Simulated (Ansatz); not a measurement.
Results of the Gaussian-basis code of Ansatz.

A structure relaxed at PBE0-D4/def2-TZVP, charge 0, multiplicity 1:

```
atom   x (Å)   y (Å)   z (Å)
  C1  -1.174  -0.964  -0.178
 Si2   0.689  -0.848  -0.128
 As3   1.394   1.297   0.609
  O4   0.126   2.173  -0.357
  H5  -1.589  -0.912   0.831
  H6  -1.497  -1.901  -0.639
  H7  -1.578  -0.131  -0.757
  H8   1.275  -1.067  -1.479
  H9   1.290  -1.842   0.805
 H10   0.576   1.168   1.899
 H11   0.487   3.028  -0.605
```

(1) Give its formula and SMILES.

(2) Summarise the bond lengths by kind.

## Answers

(1) CH7AsOSi, `C[SiH2][AsH]O`.

(2) 1 × C–Si 1.868 Å; 3 × C–H 1.092 to 1.093 Å; 1 × As–Si 2.374 Å; 2 × H–Si 1.488 to 1.491 Å; 1 × As–O 1.819 Å; 1 × As–H 1.533 Å; 1 × H–O 0.960 Å.
